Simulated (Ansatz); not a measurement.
Geometry optimisation, UKS LDA/STO-3G in Ansatz.

input.yaml

```yaml
crystal:
  periodic: [false, false, false]
  atoms:
    - { symbol: F, position_ang: [-0.289, -0.508, 1.5393] }
    - { symbol: Si, position_ang: [0.0816, 0.0174, 0.0584] }
    - { symbol: F, position_ang: [0.0569, 1.6237, -0.0009] }
    - { symbol: S, position_ang: [-1.2435, -0.7085, -1.3582] }
    - { symbol: H, position_ang: [1.4439, -0.4983, -0.28] }
magnetization:
  spin_polarized: true
  initial_magnetization: 1
basis:
  gaussian: { orbitals: STO-3G }
hamiltonian:
  xc: lda
relax:
  f_tol: 0.02
  max_steps: 40
```

Command:

```bash
$ ansatz run input.yaml --threads 1 --pin off --max-ram 2048MiB --backend cpu --events-out ev --progress --plain --runs-dir out
```

Question: Where does it end, and by what steps?

Answer: The run converged. Limits of this set-up: minimal basis. After 4 steps the energy has fallen by 0.098 eV; F3 moved furthest, 0.09 Å.

```tsv
step	energy less start (eV)	largest force component (eV/Å)	accepted
0	0.0000	1.191	yes
1	-0.0709	0.776	yes
2	-0.0949	0.118	yes
3	-0.0975	0.057	yes
4	-0.0977	0.006	yes
```

```xyz
5
Properties=species:S:1:pos:R:3
F -0.295 -0.449 1.560
Si 0.085 -0.002 0.029
F 0.089 1.637 0.083
S -1.257 -0.769 -1.403
H 1.428 -0.491 -0.310
```

Run time: 9.7 s on 1 thread of Arm Neoverse V1, with other jobs on the host, peak memory 0.12 GiB.
